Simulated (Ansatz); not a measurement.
Ansatz (an electronic-structure program) input for Al(Cl)(Me)(SiH3) (CH6AlClSi), SMILES [CH3][Al]([SiH3])[Cl], PBE-D3(BJ)/def2-SVP. 

Ansatz 0.2 input:
```yaml
crystal:
  periodic: [false, false, false]
  atoms:
    - {symbol: Al, position_ang: [-0.03166741, -0.21745637, 0.37334642]}
    - {symbol: Cl, position_ang: [1.83012798, -0.60618697, -0.57047332]}
    - {symbol: C, position_ang: [-0.39669460, -1.06528428, 2.08543599]}
    - {symbol: H, position_ang: [0.37882418, -1.79058676, 2.37825585]}
    - {symbol: H, position_ang: [-1.36995115, -1.58641062, 2.07583709]}
    - {symbol: H, position_ang: [-0.46507368, -0.30565879, 2.88495564]}
    - {symbol: Si, position_ang: [-1.52299478, 1.30498290, -0.83359128]}
    - {symbol: H, position_ang: [-2.81323367, 1.53622714, -0.10754626]}
    - {symbol: H, position_ang: [-1.85669463, 0.76112470, -2.18983351]}
    - {symbol: H, position_ang: [-0.87227581, 2.63936052, -1.03946394]}
basis:
  gaussian:
    orbitals: def2-SVP
hamiltonian:
  xc: pbe
  dispersion: d3bj
relax: {f_tol: 0.002, max_steps: 200}
```

Log of the run:

```
WARN ansatz: RAYON_NUM_THREADS=1 ignored (pool sized by the plan → 1); use --threads N
Functional definition: PBE
integrals: 0.04 GiB planned
1090 factors; their error is unknown
mean field: 0.24 GiB planned
mean field evaluation 1: about -28101.5353 eV, gradient 5.6e1 eV
mean field evaluation 2: about -28087.4052 eV, gradient 8.2e1 eV
mean field evaluation 4: about -28109.8542 eV, gradient 5.3e0 eV
mean field evaluation 8: about -28109.8758 eV, gradient 1.5e-1 eV
mean field evaluation 16: about -28109.8758 eV, gradient 4.4e-5 eV
mean field -28109.87580719 eV, -1033.0188823562 hartree, gradient 4.4e-5 eV, S^2 0.000000; 0 other end points of the search recorded, 0 dependent functions left out
the calculation of the forces begins
reference -28109.87584696 eV, -1033.0188838175 hartree; 28, 28 occupied and 70, 70 virtual orbitals, 1090 factors
relax step   1: F+E_penalty+E_count = -28110.08095389 eV  Δ(F+E_penalty+E_count) = +0.000e0 eV  max|allowed force component| = 2.066e-1 eV/Å  Δτ_max = 0.0000 Å  (26 SCF iters, accepted)
these checks for a lower state are left out or cut short: starts, cluster_reference, orbital_swaps, neighbouring_geometries, increment
integrals: 0.04 GiB planned
1090 factors; their error is unknown
mean field: 0.24 GiB planned
mean field -28109.88314282 eV, -1033.0191519357 hartree, gradient 1.3e-5 eV, S^2 0.000000; 0 other end points of the search recorded, 0 dependent functions left out
the calculation of the forces begins
reference -28109.88318267 eV, -1033.0191533999 hartree; 28, 28 occupied and 70, 70 virtual orbitals, 1090 factors
relax step   2: F+E_penalty+E_count = -28110.08760638 eV  Δ(F+E_penalty+E_count) = -6.652e-3 eV  max|allowed force component| = 5.299e-2 eV/Å  Δτ_max = 0.0113 Å  (28 SCF iters, accepted)
these checks for a lower state are left out or cut short: starts, cluster_reference, orbital_swaps, neighbouring_geometries, increment
integrals: 0.04 GiB planned
1090 factors; their error is unknown
mean field: 0.24 GiB planned
mean field -28109.88392371 eV, -1033.0191806326 hartree, gradient 1.6e-5 eV, S^2 0.000000; 0 other end points of the search recorded, 0 dependent functions left out
the calculation of the forces begins
reference -28109.88396357 eV, -1033.0191820977 hartree; 28, 28 occupied and 70, 70 virtual orbitals, 1090 factors
relax step   3: F+E_penalty+E_count = -28110.08818807 eV  Δ(F+E_penalty+E_count) = -5.817e-4 eV  max|allowed force component| = 9.364e-3 eV/Å  Δτ_max = 0.0038 Å  (21 SCF iters, accepted)
these checks for a lower state are left out or cut short: starts, cluster_reference, orbital_swaps, neighbouring_geometries, increment
integrals: 0.04 GiB planned
1090 factors; their error is unknown
mean field: 0.24 GiB planned
mean field evaluation 32: about -28109.8839 eV, gradient 1.5e-5 eV
mean field -28109.88393023 eV, -1033.0191808723 hartree, gradient 1.0e-5 eV, S^2 0.000000; 0 other end points of the search recorded, 0 dependent functions left out
the calculation of the forces begins
reference -28109.88397010 eV, -1033.0191823375 hartree; 28, 28 occupied and 70, 70 virtual orbitals, 1090 factors
relax step   4: F+E_penalty+E_count = -28110.08819240 eV  Δ(F+E_penalty+E_count) = -4.327e-6 eV  max|allowed force component| = 2.255e-3 eV/Å  Δτ_max = 0.0014 Å  (19 SCF iters, accepted)
these checks for a lower state are left out or cut short: starts, cluster_reference, orbital_swaps, neighbouring_geometries, increment
integrals: 0.04 GiB planned
1090 factors; their error is unknown
mean field: 0.24 GiB planned
mean field -28109.88393471 eV, -1033.0191810371 hartree, gradient 4.0e-5 eV, S^2 0.000000; 0 other end points of the search recorded, 0 dependent functions left out
the calculation of the forces begins
reference -28109.88397458 eV, -1033.0191825022 hartree; 28, 28 occupied and 70, 70 virtual orbitals, 1090 factors
relax step   5: F+E_penalty+E_count = -28110.08819389 eV  Δ(F+E_penalty+E_count) = -1.489e-6 eV  max|allowed force component| = 5.928e-4 eV/Å  Δτ_max = 0.0005 Å  (17 SCF iters, accepted)
integrals: 0.04 GiB planned
1090 factors; their error is unknown
mean field: 0.24 GiB planned
mean field -28109.88393471 eV, -1033.0191810371 hartree, gradient 4.0e-5 eV, S^2 0.000000; 1 other end points of the search recorded, 0 dependent functions left out
the calculation of the forces begins
reference -28109.88397458 eV, -1033.0191825022 hartree; 28, 28 occupied and 70, 70 virtual orbitals, 1090 factors
Total energy: -28110.08823375 eV, -1033.0266888883 hartree
Atom 0 at    -0.032246    -0.216983     0.373626 Å, force    -0.000495    -0.000052     0.000578 eV/Å
Atom 1 at     1.837791    -0.607014    -0.575987 Å, force     0.000089    -0.000087    -0.000088 eV/Å
Atom 2 at    -0.396364    -1.071496     2.095887 Å, force    -0.000268     0.000451     0.000058 eV/Å
Atom 3 at     0.388014    -1.799803     2.383359 Å, force     0.000243    -0.000039    -0.000217 eV/Å
Atom 4 at    -1.375970    -1.595277     2.079876 Å, force     0.000346    -0.000017    -0.000164 eV/Å
Atom 5 at    -0.463283    -0.303121     2.896721 Å, force     0.000154    -0.000267    -0.000243 eV/Å
Atom 6 at    -1.524661     1.309036    -0.838998 Å, force    -0.000194    -0.000224     0.000549 eV/Å
Atom 7 at    -2.823774     1.541970    -0.107856 Å, force    -0.000109     0.000431    -0.000593 eV/Å
Atom 8 at    -1.860447     0.760564    -2.204167 Å, force     0.000209    -0.000014     0.000145 eV/Å
Atom 9 at    -0.868695     2.652236    -1.045539 Å, force     0.000023    -0.000183    -0.000025 eV/Å
Dipole moment:    -0.209977    -0.062636     0.282838 e Å
```

The run converged.
